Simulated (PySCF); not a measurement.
Consider `CCN(CC)P1N(C)CCN1C` (C8H20N3P). Non-hydrogen atoms are numbered in `[CH3:1][CH2:2][N:3]([CH2:4][CH3:5])[P:6]1[N:7]([CH3:8])[CH2:9][CH2:10][N:11]1[CH3:12]`.

These are calculated values, ωB97X-D3(BJ)/ma-def2-SVP in PySCF (grid level 2) at geometries from PBE0-D3(BJ)/def2-SVP. ωB97X-D3(BJ) is ωB97X-V with D3(BJ) in place of VV10. Thermal corrections: GFN2-xTB frequencies, unscaled, ideal gas at 298.15 K and 1 bar, quasi-RRHO entropy. These were taken at the GFN2-xTB minima.

(1) What are the vertical and the adiabatic ionisation energy for forming the radical cation?

(2) Where does the unpaired spin of the relaxed radical cation sit?

(3) What oxidation potential follows in water (IEF-PCM), on the absolute scale?

(4) How far is −ε(HOMO) from the vertical value by ΔSCF?

Results:

(1) 7.69 eV vertical and 7.00 eV adiabatic, the latter with zero-point energy.

(2) P6 (phosphorus) 0.47, N11 (amine nitrogen) 0.20, N7 (amine nitrogen) 0.20 (intrinsic atomic orbital populations).

(3) In the gas phase ΔG of oxidation is 6.975 eV, and solvation is -15.2 kJ/mol for the parent and -191.4 kJ/mol for the product, so the absolute potential is 5.15 V. The solvent is electrostatics only, on gas-phase structures; the absolute scale refers to an electron at rest in vacuum.

(4) −ε(HOMO) = 8.15 eV, which is 0.45 eV above the ΔSCF value.

Caveats: ma-def2-SVP is a small basis, whose errors can reach tens of kJ/mol.

Differences come from unrounded values, so a last digit can differ from that of the printed terms.
